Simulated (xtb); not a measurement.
C7H7O (SMILES Cc1ccc([O])cc1), doublet, at a GFN2-xTB geometry; GFN1-xTB with GBSA(water) (xtb).

Here is a job for xtb.
```
$ xtb mol.xyz --gfn 1 --uhf 1 --gbsa water --json

# file mol.xyz
15

C     -2.77485450    -0.31397233    -0.09795376
C     -1.29792260    -0.13873099    -0.03622907
C     -0.45540720    -1.26271643     0.02356923
C      0.90039985    -1.13281791     0.06596932
C      1.53805169     0.17123047     0.05117137
O      2.76698655     0.30614444     0.08995023
C      0.63546333     1.30580553    -0.01312065
C     -0.71777593     1.13931539    -0.05441069
H     -3.10307357    -1.07229238     0.61135704
H     -3.06467633    -0.65514815    -1.09371576
H     -3.29368044     0.61901725     0.10676058
H     -0.90589933    -2.24607811     0.03647089
H      1.54792454    -1.99548828     0.11300103
H      1.08227016     2.28858041    -0.02585172
H     -1.36648507     2.00357152    -0.10159847
```

Problem. Predict the main parts of the log of this xtb run.

Solution. 
```
   ID    Z sym.   atoms
    1    6 C      1-5, 7, 8
    2    8 O      6
    3    1 H      9-15

           -------------------------------------------------
          |                Calculation Setup                |
           -------------------------------------------------

           -------------------------------------------------
          |                 G F N 1 - x T B                 |
           -------------------------------------------------

      * Solvation model:               GBSA
        Solvent                        water
        Parameter file                 internal GFN1-xTB/GBSA
        Dielectric constant                7.8500E+01
        Reference state                gsolv [1 M gas/solution]
        Free energy shift                  2.0755E-03 Eh       1.3024E+00 kcal/mol
        Temperature                        2.9815E+02 K
        Density                            9.9800E-01 kg/L
        Solvent mass                       1.8000E+01 g/mol
        Interaction kernel             Still
        Born radius scaling (c1)           1.5808E+00
        Born radii integrator          GBOBC
        Born offset                        1.3596E-02 a0       2.5692E-02 AA
        H-bond correction              true
        Ion screening                  false
        Surface tension                    1.0000E-05 Eh       1.5569E+01 dyn/cm
        Grid points                               230 per atom

          ...................................................
          :                      SETUP                      :
          :.................................................:
          :  # basis functions                  46          :
          :  # atomic orbitals                  46          :
          :  # shells                           30          :
          :  # electrons                        41          :
          :  # halogen bonds                     0          :
          :  max. iterations                   250          :
          :  Hamiltonian                  GFN1-xTB          :
          :  restarted?                      false          :
          :  GBSA solvation                   true          :
          :  PC potential                    false          :
          :  electronic temp.          300.0000000     K    :
          :  accuracy                    1.0000000          :
          :  -> integral cutoff          0.2500000E+02      :
[...]
         :: total energy             -23.215790192395 Eh    ::
[...]
     4C    -0.05499 -0.10584   1.086  2.969  0.000
     5C     0.35719  0.38441   1.027  2.616  0.000
     6O    -0.58783 -0.63229   1.749  4.839  0.000
     7C    -0.05387 -0.10472   1.087  2.967  0.000
     8C    -0.03122 -0.08524   1.065  2.966  0.000
     9H     0.06620  0.11880   0.934  0.000  0.000
    10H     0.07548  0.12765   0.925  0.000  0.000
    11H     0.05778  0.11073   0.942  0.000  0.000
    12H     0.05747  0.11476   0.943  0.000  0.000
    13H     0.06284  0.12199   0.937  0.000  0.000
    14H     0.06297  0.12212   0.937  0.000  0.000
    15H     0.05744  0.11469   0.943  0.000  0.000

Wiberg/Mayer (AO) data.
largest (>0.10) Wiberg bond orders for each atom

 ---------------------------------------------------------------------------
     #   Z sym  total        # sym  WBO       # sym  WBO       # sym  WBO
 ---------------------------------------------------------------------------
     1   6 C    3.990 --     2 C    1.054    11 H    0.980     9 H    0.964
                            10 H    0.944
     2   6 C    3.902 --     8 C    1.303     3 C    1.295     1 C    1.054
     3   6 C    3.993 --     4 C    1.608     2 C    1.295    12 H    0.969
     4   6 C    3.959 --     3 C    1.608     5 C    1.121    13 H    0.970
     5   6 C    3.904 --     6 O    1.578     7 C    1.122     4 C    1.121
     6   8 O    1.847 --     5 C    1.578
     7   6 C    3.956 --     8 C    1.600     5 C    1.122    14 H    0.970
     8   6 C    3.993 --     7 C    1.600     2 C    1.303    15 H    0.968
     9   1 H    0.997 --     1 C    0.964
    10   1 H    0.994 --     1 C    0.944
    11   1 H    0.999 --     1 C    0.980
    12   1 H    0.998 --     3 C    0.969
    13   1 H    1.000 --     4 C    0.970
    14   1 H    1.000 --     7 C    0.970
    15   1 H    0.998 --     8 C    0.968
 ---------------------------------------------------------------------------

Topologies differ in total number of bonds
Writing topology from bond orders to xtbtopo.mol

 dipole moment from electron density (au)
     X       Y       Z
  -3.1073  -0.3750  -0.1363  total (Debye):    7.963

           -------------------------------------------------
          | TOTAL ENERGY              -23.215790192395 Eh   |
          | GRADIENT NORM               0.009803870927 Eh/α |
          | HOMO-LUMO GAP               3.579494089138 eV   |
           -------------------------------------------------

normal termination of xtb
```
